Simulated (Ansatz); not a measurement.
C3H7FOSi, SMILES `CC(C)O[Si]F` at its PBE0-D4/def2-TZVP geometry, where that method's forces vanish. The species carries charge 0 and has multiplicity 1.

```xyz
13

C    -1.1042   -0.0144   -0.9759
C    -0.0414    0.1111    0.0934
C     0.1136   -1.1513    0.9125
O     1.2088    0.3920   -0.5439
Si    2.2490    1.6393   -0.4628
F     1.5286    2.6316    0.6006
H    -0.8550   -0.8247   -1.6650
H    -2.0744   -0.2298   -0.5226
H    -1.1909    0.9111   -1.5480
H    -0.2871    0.9481    0.7557
H    -0.8256   -1.3958    1.4139
H     0.3922   -1.9890    0.2689
H     0.8865   -1.0282    1.6733
```

What forces (eV/Å) does r2SCAN-D4/def2-TZVPP give on these atoms in Ansatz? (Best estimate.)

The calculation gave: 
```
C1  -0.089 -0.011 -0.107
C2  -0.281  0.039  0.203
C3   0.027 -0.118  0.070
O4   0.241 -0.040 -0.179
Si5  0.097  0.052 -0.031
F6  -0.025  0.043  0.042
H7   0.001  0.009  0.012
H8   0.019  0.003 -0.005
H9   0.003 -0.013  0.006
H10  0.004  0.017  0.008
H11  0.015  0.008 -0.012
H12 -0.004  0.013  0.004
H13 -0.009 -0.002 -0.012
```
